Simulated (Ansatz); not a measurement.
Hf3Si2, relaxed as a singlet with RKS PBE-D4/def2-SVP in Ansatz, starting from the GFN2-xTB geometry. Force threshold 0.02 eV/Å.

In the def2 sets Hf takes a core potential; there is no spin–orbit coupling. The restricted singlet is unstable towards broken spin symmetry in Hartree–Fock (as tested in another run); at PBE-D4/def2-SVP this wasn't settled. The relaxation made no stability test and no search for a lower SCF solution. No other spin state of charge 0 was run. Another isomer (triplet) lies 1.83 eV lower at PBE0-D4/def2-TZVP; other spin states weren't run for this one.

Start:

| atom | x (Å) | y (Å) | z (Å) |
| --- | --- | --- | --- |
| Hf1 | 0.835 | -1.751 | -0.159 |
| Hf2 | -0.697 | -0.519 | -2.314 |
| Hf3 | -1.468 | -0.434 | 1.080 |
| Si4 | 0.630 | 1.515 | -0.411 |
| Si5 | 0.700 | 1.188 | 1.803 |

```json
{"step": "1", "energy (eV)": "-19656.7334", "largest force component (eV/Å)": "3.112", "SCF passes": "78"}
{"step": "2", "energy (eV)": "-19657.9544", "largest force component (eV/Å)": "1.627", "SCF passes": "55"}
{"step": "3", "energy (eV)": "-19658.5672", "largest force component (eV/Å)": "0.879", "SCF passes": "58"}
{"step": "4", "energy (eV)": "-19658.7275", "largest force component (eV/Å)": "1.048", "SCF passes": "47"}
{"step": "5", "energy (eV)": "-19659.0248", "largest force component (eV/Å)": "0.581", "SCF passes": "46"}
{"step": "6", "energy (eV)": "-19659.3209", "largest force component (eV/Å)": "0.425", "SCF passes": "56"}
{"step": "7", "energy (eV)": "-19659.3351", "largest force component (eV/Å)": "0.800", "SCF passes": "49"}
{"step": "8", "energy (eV)": "-19659.3985", "largest force component (eV/Å)": "0.156", "SCF passes": "51"}
{"step": "9", "energy (eV)": "-19659.4000", "largest force component (eV/Å)": "0.035", "SCF passes": "36"}
{"step": "10", "energy (eV)": "-19659.4002", "largest force component (eV/Å)": "0.007", "SCF passes": "40"}
```

Force components are those of the run's own axes.

End:

Cartesian coordinates in Å:
```
Hf 1.0794 -1.2427 0.0040
Hf -0.7941 -0.6097 -1.9563
Hf -1.5032 -0.0294 0.6716
Si 0.4472 1.2233 -0.5065
Si 0.7706 0.6586 1.7872
```

By distances, no bond broke or formed. The bond that changes most is Hf1–Si5, from 3.54 to 2.62 Å (atoms count from 1).

No frequencies were taken in this run, so the end may be a saddle point.

It took 24 s on 4 threads of Arm Neoverse V2 on a shared host.
